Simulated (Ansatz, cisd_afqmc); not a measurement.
Species: LiOH, charge 0, singlet. LiOH (SMILES [Li][OH]).
B3LYP-D3(BJ)/def2-TZVP minimum from Ansatz (a quantum-chemistry and plane-wave program):
```xyz
3

Li     0.0000     0.0000    -1.2587
O      0.0000     0.0000     0.3139
H      0.0000     0.0000     1.2652
```

Total energies in def2-TZVPP, 8 correlated electrons, 2 frozen orbitals. Radicals and triplets start from unrestricted determinants; spin-orbit coupling is neglected. Cores are frozen in correlated methods. No relativity. AFQMC/CISD: phaseless, guided by CISD from CCSD amplitudes; bars are statistical, one sigma. Outlying blocks are dropped, and bars are widened where a walk drifts. Over all cases where full CI ran beside it in this data, AFQMC minus full CI had a median of +0.1 mEh and passed +0.4 mEh in a tenth of the cases.

```csv
method,program,energy (Eh),minus CCSDTQ (mEh)
HF,Ansatz,-82.95372,277.54
MP2,Ansatz,-83.22177,9.49
CCSD,Ansatz,-83.22208,9.18
CCSD(T),Ansatz,-83.23075,0.51
CCSDT(Q),Ansatz,-83.23134,-0.08
CCSDTQ,Ansatz,-83.23126,0.00
AFQMC/CISD,cisd_afqmc,-83.2310 ± 0.0004,0.3 ± 0.4
```

Rough core times of Ansatz's runs on a shared machine: CCSD(T) under 20 s, CCSDT(Q) 30 s, CCSDTQ 20 min.
